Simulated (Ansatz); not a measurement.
Nudged elastic band run: AlCl2FH2

input.yaml

```yaml
crystal:
  periodic: [false, false, false]
  atoms:
    - { symbol: Al, position_ang: [0.002459, 0.303771, 0.030977] }
    - { symbol: F, position_ang: [0.000709, 0.760871, 1.609309] }
    - { symbol: Cl, position_ang: [1.818428, 0.129969, -0.972631] }
    - { symbol: Cl, position_ang: [-1.814872, 0.058876, -0.955074] }
    - { symbol: H, position_ang: [0.072003, -2.333428, 0.775377] }
    - { symbol: H, position_ang: [0.057173, -2.003558, 1.443242] }
basis:
  gaussian: { orbitals: def2-mTZVP }
hamiltonian:
  xc: b3lyp
neb:
  order_check: false
  images: 1
  f_tol: 0.05
  max_iterations: 60
  climbing: false
  final_atoms:
    - { symbol: Al, position_ang: [0.02246109, -0.61330111, -0.31929735] }
    - { symbol: F, position_ang: [0.02077013, -0.09667973, 1.72598376] }
    - { symbol: Cl, position_ang: [1.80777795, 0.34775937, -0.91432319] }
    - { symbol: Cl, position_ang: [-1.80931541, 0.26721012, -0.89766722] }
    - { symbol: H, position_ang: [0.0577862, -2.14019553, 0.04557458] }
    - { symbol: H, position_ang: [0.03642005, -0.84829212, 2.29092942] }
  initial_path:
    images:
      - { positions_ang: [[0.002459, 0.303771, 0.030977], [0.000709, 0.760871, 1.609309], [1.818428, 0.129969, -0.972631], [-1.814872, 0.058876, -0.955074], [0.072003, -2.333428, 0.775377], [0.057173, -2.003558, 1.443242]] }
      - { positions_ang: [[-0.00189844, -0.00445964, -0.00687731], [-0.0003116, 0.0230354, 2.03293678], [1.92842372, -0.01331477, -1.12336124], [-1.93395525, -0.02566038, -1.12019014], [0.08191281, -1.75953728, 0.60326798], [0.06172876, -1.30356233, 1.54542393]] }
      - { positions_ang: [[0.02246109, -0.61330111, -0.31929735], [0.02077013, -0.09667973, 1.72598376], [1.80777795, 0.34775937, -0.91432319], [-1.80931541, 0.26721012, -0.89766722], [0.0577862, -2.14019553, 0.04557458], [0.03642005, -0.84829212, 2.29092942]] }
```

Launched with:

```bash
$ ansatz run input.yaml --threads 2 --pin off --max-ram 3072MiB --backend cpu --events-out ev --progress --plain --runs-dir out
```

Output, in part (warnings, iteration lines, the closing report on the highest movable image, with atoms numbered from 0):

```
NEB end point (image 0): max|allowed force component| = 1.367e-2 eV/Å (the criterion of neb.relax_end_points is 1.000e-2)
NEB end point (image 2): max|allowed force component| = 5.010e-3 eV/Å (the criterion of neb.relax_end_points is 1.000e-2)
NEB iter   1: max|band force component| = 2.571e0 eV/Å  barrier→ = 2.3117 eV  barrier← = 1.0699 eV  Δτ_max = 0.2000 Å  (75 SCF iters)
NEB iter   2: max|band force component| = 1.973e0 eV/Å  barrier→ = 1.2862 eV  barrier← = 0.0445 eV  Δτ_max = 0.2000 Å  (28 SCF iters)
NEB iter   3: max|band force component| = 6.219e-1 eV/Å  barrier→ = 1.3406 eV  barrier← = 0.0988 eV  Δτ_max = 0.0308 Å  (28 SCF iters)
NEB iter   4: max|band force component| = 1.701e-1 eV/Å  barrier→ = 1.2827 eV  barrier← = 0.0409 eV  Δτ_max = 0.0113 Å  (30 SCF iters)
NEB iter   5: max|band force component| = 2.862e-2 eV/Å  barrier→ = 1.2799 eV  barrier← = 0.0381 eV  Δτ_max = 0.0000 Å  (50 SCF iters)
Total energy: -34398.74487500 eV, -1264.1305578494 hartree
Atom 0 at     0.017475    -0.306518    -0.055370 Å, force    -0.010850     0.837765     0.597220 eV/Å
Atom 1 at     0.020418     0.107194     1.659328 Å, force    -0.006957     0.369383    -0.106671 eV/Å
Atom 2 at     1.822389     0.179329    -0.988981 Å, force     0.016988    -0.211980    -0.061445 eV/Å
Atom 3 at    -1.813317     0.118935    -0.967820 Å, force    -0.010914    -0.211710    -0.062007 eV/Å
Atom 4 at     0.047680    -1.906201     0.745727 Å, force    -0.002220     0.514753     1.409172 eV/Å
Atom 5 at     0.041256    -1.276238     1.538316 Å, force     0.013953    -1.298211    -1.776268 eV/Å
Dipole moment:     0.008729    -0.458260     0.186178 e Å
```

It converged. Neighbouring images differ by up to 1.3 eV, so the band resolves the path poorly. No image climbed, so the highest image needn't sit at the top of the path. So few images can step over the top or miss a turn of the path. The orbitals stay closed-shell, which can raise the energy where a bond breaks towards radicals; this wasn't checked here.

Final band (atoms are numbered from 1 in the order of the input):

| image | path coordinate (Å) | energy (eV) | H5–H6 (Å) | Al1–H5 (Å) | F2–H6 (Å) |
| --- | --- | --- | --- | --- | --- |
| 0 | 0.00 | 0.00 | 0.75 | 2.74 | 2.77 |
| 1 | 1.24 | 1.28 | 1.01 | 1.79 | 1.39 |
| 2 | 2.47 | 1.24 | 2.59 | 1.57 | 0.94 |

The run took 14 s on 2 threads of Arm Neoverse V1, with other jobs on the host, peak memory 0.18 GiB.
